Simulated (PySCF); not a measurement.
Job file and geometry (Å, from GFN2-xTB) of an NMR shielding run on `C[Si]1(C)OC[C@H](C(C)=O)C1`, C7H14O2Si, PySCF, GIAO PBE0/pcSseg-1 NMR shielding, non-relativistic, gas phase; density fitting, a coarse starting grid and PySCF grid level 2 are the driver's defaults:

```
$ OMP_NUM_THREADS=1 python probes_run.py task.json out

{"job": {"kind": "nmr", "xc": "PBE0", "basis": "pcSseg-1"}, "charge": 0, "multiplicity": 1}
C      3.252949    -0.228176    -0.560870
C      1.865998    -0.658014    -0.144055
O      1.388960    -1.702192    -0.509755
C      1.108751     0.321742     0.730629
C      0.661731     1.506793    -0.151214
O     -0.456659     1.132416    -0.896768
Si    -1.392469    -0.026987    -0.170632
C     -1.694034    -1.460951    -1.369910
C     -3.040920     0.728679     0.409990
C     -0.170454    -0.309949     1.274722
H      3.660225     0.539503     0.089599
H      3.909953    -1.094831    -0.575720
H      3.202593     0.157591    -1.578152
H      1.775723     0.684877     1.517762
H      0.400116     2.354582     0.494363
H      1.444593     1.828058    -0.843432
H     -2.448605    -2.133099    -0.976808
H     -2.049140    -1.086947    -2.324882
H     -0.789704    -2.032928    -1.546552
H     -3.605183     1.084508    -0.445595
H     -2.902478     1.568309     1.084313
H     -3.651606    -0.009603     0.917533
H     -0.484706     0.208097     2.179725
H      0.002633    -1.351713     1.528959
```

Question: Write the output of this run.

Answer: 
```
coarse grid: 20080 points
cycle   1  E = -714.1938375859  dE =  1.333e+00  |g| = 1.071e+00  |ddm| = 4.346e+00
cycle   2  E = -713.7265486114  dE =  4.673e-01  |g| = 1.901e+00  |ddm| = 2.855e+00
cycle   3  E = -714.4060168318  dE = -6.795e-01  |g| = 2.962e-01  |ddm| = 2.197e+00
cycle   4  E = -714.4240266248  dE = -1.801e-02  |g| = 7.739e-02  |ddm| = 2.768e-01
cycle   5  E = -714.4248708504  dE = -8.442e-04  |g| = 3.615e-02  |ddm| = 8.614e-02
cycle   6  E = -714.4251144519  dE = -2.436e-04  |g| = 5.986e-03  |ddm| = 3.323e-02
cycle   7  E = -714.4251211334  dE = -6.681e-06  |g| = 1.434e-03  |ddm| = 5.911e-03
final grid: 188008 points
cycle   8  E = -714.5060271886  dE = -3.693e-05  |g| = 1.635e-02  |ddm| = 3.589e-02
cycle   9  E = -714.5059239059  dE =  1.033e-04  |g| = 2.864e-02  |ddm| = 3.264e-02
cycle  10  E = -714.5060781259  dE = -1.542e-04  |g| = 3.616e-03  |ddm| = 2.299e-02
cycle  11  E = -714.5060807564  dE = -2.630e-06  |g| = 4.757e-04  |ddm| = 3.015e-03
cycle  12  E = -714.5060807887  dE = -3.232e-08  |g| = 2.275e-04  |ddm| = 5.891e-04
cycle  13  E = -714.5060807983  dE = -9.614e-09  |g| = 2.868e-05  |ddm| = 2.141e-04
cycle  14  E = -714.5060807985  dE = -1.512e-10  |g| = 8.927e-06  |ddm| = 3.993e-05
converged SCF energy = -714.5060807985

GIAO shielding tensors (ppm)
atom      isotropic    diamagn.    paramagn.     s11        s22        s33       span
  0 C      157.731     252.510     -94.779    138.394    145.183    189.615     51.221
  1 C      -29.564     251.835    -281.399   -111.263    -76.528     99.099    210.362
  2 O     -329.520     405.854    -735.374   -925.902   -425.700    363.043   1288.945
  3 C      128.913     260.021    -131.108    107.216    128.708    150.815     43.599
  4 C      114.730     246.172    -131.442     78.285    109.483    156.421     78.137
  5 O      288.131     401.048    -112.918    240.725    281.984    341.684    100.959
  6 Si     311.744     881.639    -569.895    288.888    294.915    351.430     62.542
  7 C      185.359     256.013     -70.654    176.039    183.707    196.330     20.291
  8 C      186.167     254.873     -68.706    178.359    184.376    195.766     17.407
  9 C      171.420     255.629     -84.209    162.536    169.963    181.760     19.224
 10 H       29.514      30.422      -0.908     25.731     30.133     32.679      6.948
 11 H       29.541      27.654       1.888     25.764     27.647     35.214      9.450
 12 H       29.228      29.628      -0.400     25.908     28.138     33.638      7.729
 13 H       28.728      35.579      -6.851     23.626     28.312     34.245     10.620
 14 H       27.645      32.270      -4.624     22.429     26.249     34.257     11.828
 15 H       27.374      32.322      -4.947     22.838     26.681     32.604      9.766
 16 H       31.924      30.539       1.386     27.666     29.247     38.860     11.194
 17 H       31.532      30.811       0.721     27.496     28.872     38.228     10.732
 18 H       30.703      33.472      -2.769     24.561     29.929     37.619     13.059
 19 H       31.442      29.743       1.699     27.228     28.815     38.285     11.057
 20 H       31.747      31.987      -0.240     26.849     29.888     38.505     11.656
 21 H       31.873      30.147       1.726     27.747     29.221     38.650     10.903
 22 H       31.255      34.289      -3.034     26.373     28.956     38.436     12.062
 23 H       30.469      34.071      -3.602     26.972     28.108     36.327      9.355
```

Size and cost of the density-fitted run: 247 basis functions, 2.3 min wall time on 1 thread of an Arm Neoverse N1, shared host; peak memory 1.2 GiB.
